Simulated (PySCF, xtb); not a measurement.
AlH₄, SMILES [AlH4-], charge -1.

GFN2-xTB run with xtb at its own geometry gives an orbital gap of 6.92 eV.

Coordinates come from a PBE0-D3(BJ)/def2-TZVPD optimisation. The isomer is the one that the SMILES or the coordinates give; other isomers of the formula were not compared.

Problem. What does B3LYP/def2-TZVPD in PySCF give? (An estimate is asked for; the answer gives what the named calculation found.)

Solution. gap 5.99 eV (levels -2.16 and 3.83 eV).
